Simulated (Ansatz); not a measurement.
Species: CH$_{4}$BBr$_{2}$O (charge +1, singlet). It need not be the lowest isomer of its formula. 
Geometry from a B3LYP-D3(BJ)/def2-TZVP (Ansatz, a first-principles code) optimisation:
SMILES: C[OH+]B(Br)Br
```xyz
9

C     -2.8317    -0.1242     0.0644
O     -1.5407     0.2855    -0.6009
B     -0.1755     0.0749    -0.1448
Br     0.0498    -0.8179     1.4761
Br     1.1248     0.7591    -1.3040
H     -3.6155     0.2207    -0.6010
H     -2.8067    -1.2040     0.1491
H     -2.8560     0.3750     1.0257
H     -1.6379     0.7537    -1.4498
```
Charge +1, spin multiplicity 1.

Basis-set convergence of Hartree-Fock and CCSD(T) correlation energies (hartree) with Ansatz. Correlated levels leave the core frozen unless marked. Spin-orbit coupling is left out. Frozen are the shells of the preceding noble gas and the d and f shells that filled before the atom's block. No relativistic terms.

```csv
basis,functions,E(HF),"E(corr, CCSD(T))"
cc-pVDZ,116,-5284.34877,-0.69844
cc-pVTZ,232,-5284.54690,-0.90239
cc-pVQZ,421,-5284.56274,-0.96991
```

Extrapolating the two largest sets (X = 3 and 4) as X^-3: E(corr) = (64·(-0.96991) - 27·(-0.90239))/37 = -1.0192 Eh, an estimate of the basis-set limit. The largest set recovers 95.2 % of it, the smallest 68.5 %.
